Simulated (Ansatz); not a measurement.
Isolated molecules relaxed with PBE0-D4/def2-TZVP in Ansatz; ΔE leaves out vibrations. CBS: MP2 limit from def2 TZ/QZ plus the TZ coupled-cluster correction, frozen cores. This one scheme is used for every species. DFT in def2-TZVPP. HSE06 is defined as in plane-wave codes. For Ga outer-core shells are correlated without core-valence functions, which leaves a few kJ/mol of doubt a bond. Scalar relativity is left out up to krypton. Each species was taken in one conformer, which may not be the lowest.

`C[C](C)(C)[Ga]([F])[Cl]` + H₂O → `[OH][Ga]([F])[Cl]` + `CC(C)C`  (formal hydrolysis of a Ga–C bond)

| level | ΔE (kJ/mol) | difference from CCSD(T)/CBS |
| --- | --- | --- |
| PBE-D4 | -50.4 | 1.3 |
| revPBE-D4 | -48.5 | 3.2 |
| HSE06-D4 | -55.0 | -3.3 |
| CAM-B3LYP-D4 | -65.1 | -13.4 |
| r2SCAN | -65.8 | -14.1 |
| r2SCANh | -66.3 | -14.6 |
| BHLYP | -78.5 | -26.8 |
| CAM-B3LYP | -74.7 | -23.0 |
| MP2/def2-SVP | -76.9 | -25.2 |
| HF/def2-QZVPP | -96.7 | -45.0 |
| CCSD(T)/CBS | -51.7 | 0 |

Largest T1 diagnostic among the species: 0.014.

From BLYP to BHLYP (50 % exact exchange), in def2-TZVPP and without D4, ΔE moves by −7.2 kJ/mol. Leaving LDA and LC-ωPBE aside and taking each functional with its dispersion term where it has one, the values, not all of them listed here, spread over 22.0 kJ/mol, from B2PLYP to revPBE-D4. LDA lies +10.2 kJ/mol from PBE without D4.
